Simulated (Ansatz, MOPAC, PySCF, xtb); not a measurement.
Noncovalent pair: NH3 (SMILES N) (first 4 atoms) with CH3Cl (SMILES CCl); geometry from B3LYP-D3(BJ)/def2-TZVP, rigid monomers moved along the line of their centres of mass till N1···H7 is 3.34 Å.
(charge 0, multiplicity 1):
```xyz
9

N      0.279     0.083     0.008
H      0.439     0.865    -0.617
H      0.139    -0.740    -0.567
H     -0.589     0.260     0.503
C      0.373     0.186     4.322
Cl    -1.395     0.511     4.187
H      0.762     0.087     3.313
H      0.826     1.024     4.844
H      0.499    -0.731     4.889
```

Monomers are frozen at their geometry in the pair; levels with a basis set take the counterpoise correction. Rows marked so take none.

Rows in 3-21G, 6-311+G**, 6-31G* carry no dispersion term and start afresh at each structure (6-31G* with six Cartesian d functions). The state that PM6 reach isn't checked.

The values were computed with Ansatz (Gaussian orbitals); MOPAC for PM6 (differences of heats of formation); PySCF for 3-21G rows, 6-311+G** rows, 6-31G* rows, the dispersion terms; xtb for the GFN methods. Values without a source in brackets are computed.

```csv
level,interaction energy (meV)
PM6,-52.0
GFN1-xTB,-33.1
HF/6-31G*,-63.4
PBE-D4/def2-TZVPPD,-79.0
r2SCAN/def2-TZVPPD,-62.0
r2SCAN-D3(BJ)/def2-TZVPPD,-71.2
B3LYP/3-21G (no counterpoise),___
B3LYP/6-311+G** (no counterpoise),___
wB97M-V/def2-TZVPPD,-71.0
```

Q: Some entries are withheld; supply them.

A: 
- B3LYP/3-21G (no counterpoise), interaction energy (meV): -102.3
- B3LYP/6-311+G** (no counterpoise), interaction energy (meV): -60.5

Ansatz is an electronic-structure program.
